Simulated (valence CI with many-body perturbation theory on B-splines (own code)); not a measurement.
**Level structure of Tm LV**

Calculated by relativistic CI+MBPT: five valence electrons over a frozen Dirac-Fock core [Ne], radial functions for each j: 9 s, 9 p, 8 d, 6 f, 3 g, 1 h, with the one-electron correlation potential Σ1 (screened to all orders), the two-electron term Σ2, the three-electron term Σ3, Breit, model QED; selected single and double excitations, second order for the rest (own B-spline code, finite nucleus).

No measured spectrum was set against this ion. As an estimate, large intervals hold to a few tenths of a per cent, small ones and those within an open d or f shell to about a per cent. Among the levels kept, up to 580 cm⁻¹ of a level comes from second order outside the variational space, and about a tenth of that is noise between levels of different J, which matters for small intervals.

Levels 46 to 54 of 54, with energies above the lowest level, (3s^2 3p1/2^2 3p3/2) J=3/2. "Leading %" is the weight of the configuration and term that name the level; weights of strongly mixed levels are sums over their largest components and can fall short. In the jj column 3d3/2^4 stands for four electrons in 3d with j = 3/2. Lifetimes count E1, E2, E3, M1 and M2 decay at the calculated energies, and are blank where another channel may lead or the interval is too uncertain; long ones can be off by a factor of two.

```
No.  Configuration  Term    J  E (eV)  Leading %                     Leading jj  Lifetime     Second component
 46      3s.3p3.3d   2D°  5/2  713.61         25  3s 3p1/2^2 3p3/2 3d5/2 (80 %)   1.38 ps   21 % 3s.3p3.3d 2F°
 47      3s.3p3.3d   2P°  3/2  716.05         12  3s 3p1/2^2 3p3/2 3d5/2 (69 %)    742 fs   10 % 3s.3p3.3d 4P°
 48     3s2.3p2.3d    2F  7/2  731.51         47      3s^2 3p3/2^2 3d3/2 (96 %)    767 fs   25 % 3s2.3p2.3d 2G
 49     3s2.3p2.3d    2D  5/2  731.67         28      3s^2 3p3/2^2 3d3/2 (87 %)    528 fs   21 % 3s2.3p2.3d 4D
 50     3s2.3p.3d2   4G°  7/2  732.28         56  3s^2 3p1/2 3d3/2 3d5/2 (94 %)   4.03 ps  13 % 3s2.3p.3d2 4F°
 51     3s2.3p2.3d    4P  3/2  734.70         23      3s^2 3p3/2^2 3d3/2 (76 %)    367 fs   21 % 3s2.3p2.3d 2D
 52     3s2.3p.3d2   2D°  5/2  735.93         24  3s^2 3p1/2 3d3/2 3d5/2 (94 %)   3.28 ps  19 % 3s2.3p.3d2 4D°
 53     3s2.3p2.3d    4P  1/2  736.00         39      3s^2 3p3/2^2 3d3/2 (77 %)    345 fs   19 % 3s2.3p2.3d 2P
 54     3s2.3p.3d2   4D°  3/2  741.91         42  3s^2 3p1/2 3d3/2 3d5/2 (92 %)   2.86 ps  20 % 3s2.3p.3d2 2D°
```
